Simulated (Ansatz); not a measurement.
# Predicting a hybrid from its neighbours: GaCl

GaCl has 2 atoms, charge 0, and is taken as a singlet. As SMILES, `[Cl][Ga]`. The coordinates come from a PBE0-D4/def2-TZVP relaxation.

The HOMO–LUMO gap y, in eV, basis cc-pVTZ; a is the functional's share of exact exchange. Programs: Ansatz 0.2.0.

```
functional  program     a  y (eV)
      BLYP   Ansatz     0    4.07
       PBE   Ansatz     0    4.10
     B3LYP   Ansatz   0.2    5.43
      PBE0   Ansatz  0.25       ?
   r2SCAN0   Ansatz  0.25    6.08
     BHLYP   Ansatz   0.5    7.40
```

Problem. Fit y = c + s·a to the known rows and predict PBE0.

Solution. 
1. Means of the 5 rows: a = 0.1900, y = 5.416.
2. Σ(Δa)² = 0.172, Σ(Δa·Δy) = 1.1608, so the slope is 1.1608/0.172 = 6.7488.
3. Intercept: 5.416 − (6.7488) × 0.1900 = 4.134. The largest residual of the fit is 0.26.
4. PBE0: 4.134 + (6.7488) × 0.25 = 5.82 eV.

The run gave 5.80 eV, so the prediction is off by +0.02 eV, within the largest residual. Exact exchange lowers occupied levels and raises empty ones.
